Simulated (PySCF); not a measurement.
# Simulated absorption spectrum

Compound: (H2Ga-mu-H)2.
Cartesian coordinates in Å at the PBE0-D3(BJ)/def2-SVP level; atoms count from 1:
```xyz
8
Ga2H6 angstrom
Ga     0.723   -0.941    0.521
H      1.774   -1.563   -0.442
H      0.393   -1.269    2.006
H      0.795    0.802    0.348
Ga    -0.723    0.941   -0.521
H     -1.774    1.561    0.444
H     -0.393    1.271   -2.005
H     -0.795   -0.802   -0.351
```

Level of theory: TDDFT wB97X-D/def2-SVPD, vertical, gas phase, core orbitals frozen in the response in PySCF. The wB97X-D/def2-SVPD calculation is non-relativistic and has no spin–orbit coupling, an omission that weighs most on gallium.

Broadening: Gaussians 0.3 eV wide at half height, area fixed by f = 4.319×10⁻⁹ ∫ε dν̃. The width is an assumption, not a result. The curve ends short of the highest state used, and states not computed would add to its high-energy end.

```
E (eV)  ε (L mol⁻¹ cm⁻¹)
  6.06                 0
  6.16                 0
  6.26                 0
  6.36                 0
  6.46                 0
  6.56                 0
  6.66                 0
  6.76                 0
  6.87                 0
  6.97                 1
  7.07                 4
  7.17                59
  7.27               541
  7.37              2682
  7.47              7193
  7.57             10493
  7.68              8721
  7.78              8207
  7.88             14341
  7.98             19696
  8.08             15591
  8.18             10092
  8.28             18858
  8.39             46904
```

Task: Where are the band maxima, and which computed states make them?

Result: 163 nm (7.58 eV), ε about 11000, made up of S4 (99%); 155 nm (7.99 eV), ε about 20000, made up of S5 (99%) (ε in L mol⁻¹ cm⁻¹; maxima over ε = 5, shares over 10%). At its high-energy end, 8.39 eV, the curve is still rising (ε about 47000, from S8). The states used: S1 6.51 eV (f 0.0000); S2 6.84 eV (f 0.0000); S3 7.02 eV (f 0.0000); S4 7.58 eV (f 0.116); S5 7.99 eV (f 0.218); S6 8.03 eV (f 0.0001); S7 8.40 eV (f 0.0000); S8 8.48 eV (f 0.645); S9 8.51 eV (f 0.0002); S10 8.59 eV (f 0.0000); S11 8.67 eV (f 0.0002); S12 8.69 eV (f 0.098); S13 8.70 eV (f 0.100); S14 8.80 eV (f 0.185); S15 8.99 eV (f 0.0000).

Task: What would ε be at 7.99 eV, the highest of these maxima, with half the width (0.15 eV)?

Result: About 39200 L mol⁻¹ cm⁻¹ against 19700, a factor of about 1.99; a lone state at its own centre would give exactly 2.

Task: Coming from long wavelengths, where does ε first pass 100 L mol⁻¹ cm⁻¹?

Result: At about 172 nm (7.19 eV), 0.69 eV above S1.

Task: Does any computed singlet lie in the visible range?

Result: No computed singlet lies in the visible range (380 to 750 nm); the lowest, at 191 nm, stands 3.24 eV above its violet end (3.26 eV).
